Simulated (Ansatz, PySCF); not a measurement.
Conformers of C4H9F (SMILES CCCCF), B3LYP-D3(BJ)/def2-TZVP minima from an xTB search, which can miss the lowest.
Conformer 1 (charge 0, multiplicity 1):
```xyz
14

C     -1.921     0.097     0.363
C     -0.630    -0.157    -0.408
C      0.617     0.207     0.394
C      1.912    -0.055    -0.341
F      2.058    -1.425    -0.596
H     -1.952    -0.492     1.282
H     -2.798    -0.168    -0.231
H     -2.014     1.150     0.643
H     -0.572    -1.209    -0.698
H     -0.637     0.419    -1.340
H      0.595     1.270     0.657
H      0.631    -0.348     1.338
H      1.933     0.453    -1.309
H      2.778     0.256     0.246
```

Frozen-core correlation. CBS(a, b) extrapolates the correlation energy as X⁻³ and adds the Hartree–Fock energy of set b. MP2 and its Hartree–Fock in cc-pVQZ, cc-pVTZ are density fitted. Rows in 6-31G* carry no dispersion term and start afresh at each structure (6-31G* with six Cartesian d functions).

Run with Ansatz (Gaussian basis) for Hartree–Fock, density functionals and correlated methods; PySCF for 6-31G* rows. Values without a source in brackets are computed.

Electronic energies of 5 conformers above conformer 1 (kcal/mol):

```tsv
level	conformer 1	conformer 2	conformer 3	conformer 4	conformer 5
PBE/def2-TZVPP	0.00	0.30	0.67	1.17	1.23
B3LYP/6-31G*	0.00	0.51	0.73	1.40	0.74
wB97M-V/def2-TZVPP	0.00	0.38	0.44	1.04	1.06
MP2/CBS(cc-pVTZ, cc-pVQZ) + ΔCCSD(T)/cc-pVDZ	0.00	0.27	0.48	1.00	1.19
```

### Question
Give Boltzmann populations at 298.15 K for each level, counting each conformer once and leaving out zero-point, thermal and symmetry terms.

### Answer

Weights exp(−E/RT) with RT = 0.5925 kcal/mol, divided by their sum:
- PBE/def2-TZVPP: 46 %, 27 %, 15 %, 6 %, 6 %
- B3LYP/6-31G*: 48 %, 20 %, 14 %, 4 %, 14 %
- wB97M-V/def2-TZVPP: 43 %, 22 %, 20 %, 7 %, 7 %
- MP2/CBS(cc-pVTZ, cc-pVQZ) + ΔCCSD(T)/cc-pVDZ: 42 %, 26 %, 19 %, 8 %, 6 %
The share of conformer 1 runs from 42 to 48 % over these levels.

Ansatz is a first-principles code.
